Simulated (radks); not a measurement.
The lanthanum ion La+, 56 electrons, occupied as [Xe] 6s2 (not the ground configuration). All-electron calculation, scalar-relativistic Kohn-Sham, PBE, spin-polarised, spherical densities, finite nucleus; Fermi nuclear charge, rms radius 4.855 fm. Program: a radial shooting solver on a logarithmic mesh with Libxc functionals.

Normalised radial functions P(r) = r R(r), r in bohr:

```
   r/bohr * 5s, o 5p, + 6s (the largest magnitude, 0.95, reaches the edge; | marks zero, & curves that meet)
 0.001023                             &*
 0.001615                             o&
 0.002548                             o+*
  0.00402                             o+ *
 0.006291                             o+  *
 0.009926                             |o+ *
  0.01566                             |+o *
  0.02471                             |+*o
  0.03899                           *+|    o
  0.06151                       *   + |     o
  0.09705                        *  + | o
   0.1519                       o     | +  *
   0.2397                     o       |  +     *
   0.3781                      *   +  |    o
   0.5966                *        +   |           o
   0.9412                      o      |     +      *
    1.485    o                        |     +                    *
    2.343            o       +        |            *
    3.667            +            o   | *
    5.786                    +        &
    9.129                            +&
```

5s: eigenvalue -46.924 eV, 4 radial nodes at r = 0.0309, 0.122, 0.323, 0.773 bohr, <r> = 1.55 bohr, 90 % of the charge inside 2.22 bohr. 5p: eigenvalue -30.204 eV, 3 radial nodes at r = 0.109, 0.325, 0.828 bohr, <r> = 1.78 bohr, 90 % of the charge inside 2.59 bohr. 6s: eigenvalue -9.255 eV, 5 radial nodes at r = 0.0309, 0.122, 0.321, 0.751, 1.84 bohr, <r> = 3.92 bohr, 90 % of the charge inside 5.61 bohr.
